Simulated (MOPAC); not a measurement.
Input file for MOPAC: PM7 on HCl+, 2S+1 = 2, a spin state set in the input, which need not be the lowest, a point of a bond scan (R = 1.228 Å). Charge +1.

```
PM7 1SCF PRECISE CHARGE=1 UHF MS=0.5 THREADS=1
ClH

H      0.00000000 1     0.00000000 1     0.00000000 1
Cl     0.00000000 1     0.00000000 1     1.22773600 1
```

It printed:

```
*******************************************************************************
 **                                                                           **
 **                              MOPAC v23.2.5                                **
 **                                                                           **
 *******************************************************************************
 ** MOPAC's Digital Object Identifier: https://doi.org/10.5281/zenodo.6511958 **
 **                                                                           **
 ** Please cite the open-source release paper for use of this MOPAC version:  **
 ** J. E. Moussa and J. J. P. Stewart (2026)                                  **
 ** MOPAC: An open-source semiempirical molecular orbital program             **
 ** J. Open Source Softw., 11(119), 8025, https://doi.org/10.21105/joss.08025 **
 *******************************************************************************

                              PM7 CALCULATION RESULTS

 *******************************************************************************
 *  PM7        - The PM7 Hamiltonian to be used
 *  UHF        - UNRESTRICTED HARTREE-FOCK CALCULATION
 *
 *
 *
 *                 CHARGE ON SYSTEM = +1
 *
 *
 *
 *  MS=        - IN MECI, MAGNETIC COMPONENT OF SPIN =  0.5
 *  PRECISE    - TIGHTER CRITERIA TO BE USED
 *  1SCF       - DO 1 SCF AND THEN STOP
 *  THREADS=1  - MULTI-THREADING NOT USED
 *  T=         - A TIME OF 172800.0 SECONDS REQUESTED
 *  DUMP=N     - RESTART FILE WRITTEN EVERY 7200.0 SECONDS REQUESTED
 *******************************************************************************
PM7 1SCF PRECISE CHARGE=1 UHF MS=0.5 THREADS=1
 ClH

   ATOM   CHEMICAL          X               Y               Z
  NUMBER   SYMBOL      (ANGSTROMS)     (ANGSTROMS)     (ANGSTROMS)

     1       H          0.00000000  *   0.00000000  *   0.00000000  *
     2      Cl          0.00000000  *   0.00000000  *   1.22773600  *



          CARTESIAN COORDINATES

    NO.       ATOM           X           Y           Z

     1         H          0.0000      0.0000      0.0000
     2        Cl          0.0000      0.0000      1.2277

 General Reference for PM7:
 "Optimization of Parameters for Semiempirical Methods VI: More Modifications to the
 NDDO Approximations and Re-optimization of Parameters", J. J. P. Stewart, J. Mol. Mod., 1:32, 19 (2013)
 https://link.springer.com/article/10.1007/s00894-012-1667-x

           Empirical Formula: H Cl  =     2 atoms



      MOLECULAR POINT GROUP   :   C*v


          UHF CALCULATION, NO. OF ALPHA ELECTRONS =    4
                           NO. OF BETA  ELECTRONS =    3

 -------------------------------------------------------------------------------
 PM7 1SCF PRECISE CHARGE=1 UHF MS=0.5 THREADS=1
 ClH



     1SCF WAS SPECIFIED, SO BFGS WAS NOT USED
     SCF FIELD WAS ACHIEVED


                              PM7 CALCULATION
                                                       MOPAC v23.2.5 Linux




          FINAL HEAT OF FORMATION =        250.65291 KCAL/MOL =    1048.73178 KJ/MOL


          COSMO AREA              =         54.18 SQUARE ANGSTROMS
          COSMO VOLUME            =         37.40 CUBIC ANGSTROMS

          IONIZATION POTENTIAL    =         19.475315 EV
          ALPHA SOMO LUMO (EV)    =        -19.733 -5.803
          BETA  SOMO LUMO (EV)    =        -19.475-11.693
          NO. OF ALPHA ELECTRONS  =          4
          NO. OF BETA  ELECTRONS  =          3
          MOLECULAR WEIGHT        =         36.4609         POINT GROUP:  C*v

          MOLECULAR DIMENSIONS (Angstroms)

            Atom       Atom       Distance
           Cl     2    H     1     1.22774
           Cl     2    H     1     0.00000
            H     1   Cl     2     0.00000


          SCF CALCULATIONS        =          1





   ATOM   CHEMICAL          X               Y               Z
  NUMBER   SYMBOL      (ANGSTROMS)     (ANGSTROMS)     (ANGSTROMS)

     1       H          0.00000000  *   0.00000000  *   0.00000000  *
     2      Cl          0.00000000  *   0.00000000  *   1.22773600  *

                             CARTESIAN COORDINATES

   1    H        0.000000000     0.000000000     0.000000000
   2   Cl        0.000000000     0.000000000     1.227736000


           Empirical Formula: H Cl  =     2 atoms



      MOLECULAR POINT GROUP   :   C*v


          ALPHA EIGENVALUES
 -35.48091 -23.67704 -20.22952 -19.73349  -5.80331  52.34896  52.38831  53.07203
  53.10902  53.35023


           BETA EIGENVALUES
 -31.21211 -22.93596 -19.47532 -11.69269  -5.58339  52.90874  53.05310  53.14703
  53.81442  53.82098


              NET ATOMIC CHARGES AND DIPOLE CONTRIBUTIONS

  ATOM NO.   TYPE          CHARGE      No. of ELECS.   s-Pop       p-Pop       d-Pop
    1          H           0.176467        0.8235     0.82353
    2         Cl           0.823533        6.1765     1.97356     4.20143     0.00148
 DIPOLE           X         Y         Z       TOTAL
 POINT-CHG.     0.000     0.000    -0.878     0.878
 HYBRID         0.000    -0.000    -0.496     0.496
 SUM            0.000    -0.000    -1.373     1.373


          ATOMIC ORBITAL ELECTRON POPULATIONS

     Atom    s        px        py        pz      x^2-y^2     xz        z^2       yz        xy
    1  H   0.82353
    2 Cl   1.97356   1.99993   0.99996   1.20154   0.00011   0.00007   0.00127   0.00004   0.00000


                    (SZ)    =    0.500000
                    (S**2)  =    0.751574


          ATOMIC ORBITAL SPIN POPULATIONS

    Atom   Total    s     px     py     pz   x^2-y^2  xz     z^2    yz     xy
         Atomic
    1  H -0.0093 -0.009
    2 Cl  1.0093  0.008 -0.000  1.000  0.001 -0.000  0.000  0.000  0.000  0.000

 **********************
 *                    *
 * JOB ENDED NORMALLY *
 *                    *
 **********************




 == MOPAC DONE ==
```

The run finished.

Cost: about 0.020 core-seconds (a rough figure).
